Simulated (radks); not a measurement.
Values are calculated unless marked as measured or tabulated.
The cobalt ion Co2+, 25 electrons, occupied as [Ar] 3d7. Code: a radial shooting solver on a logarithmic mesh with Libxc functionals. Model: non-relativistic Kohn-Sham, PW91, spin-polarised, spherical densities, point nucleus; open shells are filled with parallel spins first.

Local quantities along the radius. ELF = 1/(1 + alpha^2) is the electron localisation function; alpha = (tau - tau_W)/tau_unif compares the Pauli kinetic energy density with that of the uniform gas (summed over spins); s = |grad rho|/(2 (3 pi^2)^(1/3) rho^(4/3)) is the reduced gradient.

r (bohr),ELF,alpha,s
0.003852,1.000,0.01697,0.3943
0.004378,1.000,0.01764,0.3980
0.004936,1.000,0.01837,0.4019
0.005566,1.000,0.01923,0.4063
0.006275,1.000,0.02025,0.4114
0.007075,1.000,0.02148,0.4172
0.008042,0.999,0.02305,0.4243
0.009067,0.999,0.02485,0.4320
0.01022,0.999,0.02705,0.4407
0.01153,0.999,0.02977,0.4507
0.0131,0.999,0.03343,0.4629
0.01477,0.999,0.03782,0.4762
0.01665,0.998,0.04346,0.4915
0.01878,0.997,0.05082,0.5090
0.02117,0.996,0.06063,0.5292
0.02406,0.994,0.07498,0.5540
0.02713,0.991,0.09384,0.5807
0.03059,0.986,0.1206,0.6109
0.03449,0.975,0.1593,0.6446
0.0392,0.953,0.2212,0.6834
0.0442,0.913,0.3093,0.7205
0.04983,0.837,0.4414,0.7538
0.05618,0.713,0.6350,0.7753
0.06335,0.552,0.9005,0.7729
0.072,0.395,1.237,0.7278
0.08118,0.305,1.508,0.6381
0.09153,0.280,1.604,0.5165
0.1032,0.316,1.470,0.3987
0.1173,0.421,1.173,0.3164
0.1322,0.556,0.8932,0.2927
0.1491,0.682,0.6828,0.3121
0.1681,0.768,0.5501,0.3614
0.1895,0.811,0.4826,0.4311
0.2154,0.816,0.4753,0.5223
0.2429,0.772,0.5427,0.6191
0.2739,0.653,0.7294,0.7144
0.3088,0.445,1.117,0.7729
0.3509,0.247,1.745,0.7214
0.3957,0.183,2.112,0.5323
0.4461,0.233,1.815,0.3190
0.503,0.396,1.235,0.2189
0.5672,0.593,0.8280,0.2314
0.6446,0.725,0.6156,0.3055
0.7268,0.775,0.5394,0.3964
0.8195,0.779,0.5325,0.4975
0.9239,0.749,0.5784,0.6095
1.05,0.678,0.6887,0.7452
1.184,0.571,0.8662,0.8929
1.335,0.434,1.143,1.066
1.505,0.292,1.555,1.270
1.697,0.178,2.146,1.517
1.929,0.098,3.033,1.852
2.175,0.054,4.205,2.274
2.452,0.028,5.915,2.866
2.765,0.013,8.584,3.724
3.142,0.005,13.49,5.138
3.543,0.002,22.20,7.390
3.994,0.001,40.55,11.42

On this mesh the ELF has minima near r = 0.092, 0.40 bohr, which separate the shells, and maxima near 0.22 (0.82), 0.82 (0.78).
